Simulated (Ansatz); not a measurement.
`[F][Nb]([F])(=[S])[Cl]` + `NB(N)F` → `[NH2][Nb]([F])(=[S])[Cl]` + `NB(F)F`  (redistribution)

Gas-phase electronic energies from Ansatz, PBE0-D4/def2-TZVP geometries. CBS: MP2 limit from def2 TZ/QZ plus the TZ coupled-cluster correction, frozen cores. DFT in def2-TZVPP. Elements past krypton have def2 core potentials. For Nb outer-core shells are correlated without core-valence functions, which leaves a few kJ/mol of doubt a bond. Each species was taken in one conformer, which may not be the lowest.

`[F][Nb]([F])(=[S])[Cl]`:

Cartesian coordinates in Å:
```
F 1.083 1.565 0.036
Nb 0.040 0.046 -0.078
F -0.181 -0.485 -1.832
S 1.031 -1.514 0.965
Cl -1.973 0.388 0.909
```

`NB(N)F`:

Cartesian coordinates in Å:
```
N -0.956 0.801 -0.222
B 0.040 -0.180 -0.400
N 0.917 -0.627 0.608
F 0.163 -0.731 -1.626
H -1.552 1.080 -0.978
H -1.134 1.275 0.643
H 0.914 -0.288 1.551
H 1.608 -1.330 0.422
```

`[NH2][Nb]([F])(=[S])[Cl]`:

Z-matrix (Å, degrees):
```
Nb
F 1 1.862
S 1 2.130 2 111.4
N 1 1.934 2 109.9 3 115.7
Cl 1 2.289 2 110.3 3 -123.6
H 4 1.009 1 127.1 2 -121.7
H 4 1.013 1 121.8 2 58.6
```

`NB(F)F`:

Cartesian coordinates in Å:
```
N -0.288 -0.355 -0.590
B 0.249 0.307 0.510
F -0.521 0.700 1.521
F 1.550 0.571 0.589
H 0.277 -0.659 -1.362
H -1.266 -0.563 -0.668
```

CCSD(T)/CBS gives +0.01 eV.

Task: Another level gave +0.04 eV. Which?
A. revPBE/def2-TZVPP
B. CCSD(T)/def2-TZVPP
C. PBE-QIDH/def2-TZVPP
D. CAM-B3LYP-D4/def2-TZVPP

Result: C. PBE-QIDH 0.04, CAM-B3LYP-D4 0.12, revPBE 0.17, CCSD(T)/def2-TZVPP -0.01 eV.

Task: What do rigid-rotor, harmonic-oscillator terms from PBE0-D4/def2-TZVP frequencies (298.15 K, 1 bar) make of the CCSD(T)/CBS value? (An estimate is asked.)

Result: Ansatz gave: ΔZPE = -0.01 eV, ΔH = 0.00 eV, ΔS = -5 J/(mol·K), ΔG = +0.01 eV.

Largest T1 diagnostic among the species: 0.023, so the coupled-cluster value is less sure than usual.

From BLYP to BHLYP (50 % exact exchange), in def2-TZVPP and without D4, ΔE moves by −0.08 eV. At CCSD(T), def2-SVP lies −0.09 eV from the extrapolated value and def2-TZVPP −0.02 eV.
